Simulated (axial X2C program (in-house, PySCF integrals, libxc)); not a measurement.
**Potential curves of SbF, 2c**

Computed with an in-house relativistic program for diatomic molecules. Two-component (2c) means X2C with spin–orbit coupling and atomic mean-field two-electron Coulomb and Gaunt terms. Basis: Sb dyall-cv3z [11s12p8d4f1g], F dyall-av3z [7s6p3d2f] (cores contracted in-house); Gaussian nuclei, density fitting, unrestricted open shells. Masses: Sb 120.904 u, F 18.998 u.

State: Ω = 1 (⟨Sz⟩ = 1.00, ⟨Lz⟩ = 0.00 at r2SCAN). Energies in eV from the fragments at the same level (Sb + F). Fits are polynomials in 1 − R0/R over 0.85 to 1.23 times the lowest point R0.

| R (Å) | r2SCAN |
| --- | --- |
| 1.6782 | -3.1545 |
| 1.7554 | -3.7918 |
| 1.8133 | -4.0583 |
| 1.8711 | -4.1932 |
| 1.9290 | -4.2300 |
| 1.9965 | -4.1819 |
| 2.0640 | -4.0643 |
| 2.1508 | -3.8457 |
| 2.2569 | -3.5190 |
| 2.4112 | -2.9989 |

The state is a single determinant with fixed occupations, the lowest that a limited PBE0 search found. De is counted from the lowest determinant-based energies of the atoms at the same level, without counterpoise correction. Density functionals use the spin component along the axis (collinear). The 2c atoms are single determinants rather than J levels; their spin–orbit lowering is only partly caught, and De is too large by that part. This holds for r2SCAN. Other states lie close and PBE0, whose exact exchange favours high spin, may order them wrongly; the determinant shown need not be the ground state. The nearest other 2c determinant of the search, Ω = 0, lies 0.44 eV up at the distance of the search. Without a current term, density functionals place determinants with orbital angular momentum somewhat too high. With several unpaired electrons one determinant need not be a pure state. Open-shell Ω = 0 determinants with evenly filled partner blocks cannot be reached by this program, so the Ω shown need not be the lowest component. This is the Ω = 1 component of a π² triplet; the 0⁺ component is not one determinant and can lie lowest.

(1) Fit the r2SCAN curve near its minimum: give the equilibrium distance, the harmonic wavenumber and the well depth.

## Answers

(1) At r2SCAN, 2c: Re = 1.926 Å, ωe ≈ 604 cm⁻¹, De = 4.23 eV to Sb + F; Be follows as 0.277 cm⁻¹.
